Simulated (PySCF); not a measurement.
Input file for PySCF: D3(BJ) and D4 dispersion corrections on H2 (SMILES [H][H]).

```python
from pyscf import gto
from pyscf.dispersion import dftd3, dftd4

mol = gto.M(
    atom='''
    H     0.00000000    0.00000000    0.37198582
    H    -0.00000000   -0.00000000   -0.37198582
    ''',
    basis='def2-svp',
    charge=0, spin=0, verbose=0, max_memory=1800)
d3, d4 = {}, {}
for xc in ['hf', 'pbe', 'blyp', 'revpbe', 'tpss', 'r2scan', 'b3lyp', 'pbe0', 'bhlyp', 'camb3lyp', 'b2plyp']:
    d3[xc] = float(dftd3.DFTD3Dispersion(mol, xc=xc, version='d3bj', atm=False).get_dispersion()['energy'])
    print(f'D3(BJ) {xc:10s} {d3[xc]:14.8f} Eh')
for xc in ['hf', 'pbe', 'blyp', 'revpbe', 'tpss', 'r2scan', 'b3lyp', 'pbe0', 'bhlyp', 'camb3lyp', 'b2plyp']:
    d4[xc] = float(dftd4.DFTD4Dispersion(mol, xc={'camb3lyp': 'cam-b3lyp'}.get(xc, xc), atm=True).get_dispersion()['energy'])
    print(f'D4     {xc:10s} {d4[xc]:14.8f} Eh')
```

The log:

```
D3(BJ) hf            -0.00117364 Eh
D3(BJ) pbe           -0.00009172 Eh
D3(BJ) blyp          -0.00017715 Eh
D3(BJ) revpbe        -0.00027727 Eh
D3(BJ) tpss          -0.00010508 Eh
D3(BJ) r2scan        -0.00002154 Eh
D3(BJ) b3lyp         -0.00014081 Eh
D3(BJ) pbe0          -0.00006893 Eh
D3(BJ) bhlyp         -0.00009780 Eh
D3(BJ) camb3lyp      -0.00005081 Eh
D3(BJ) b2plyp        -0.00005583 Eh
D4     hf            -0.00039018 Eh
D4     pbe           -0.00007417 Eh
D4     blyp          -0.00017992 Eh
D4     revpbe        -0.00039475 Eh
D4     tpss          -0.00010103 Eh
D4     r2scan        -0.00001842 Eh
D4     b3lyp         -0.00011575 Eh
D4     pbe0          -0.00005901 Eh
D4     bhlyp         -0.00006405 Eh
D4     camb3lyp      -0.00005559 Eh
D4     b2plyp        -0.00005062 Eh
```

The run finished.

Cost: roughly 0.04 core-seconds.
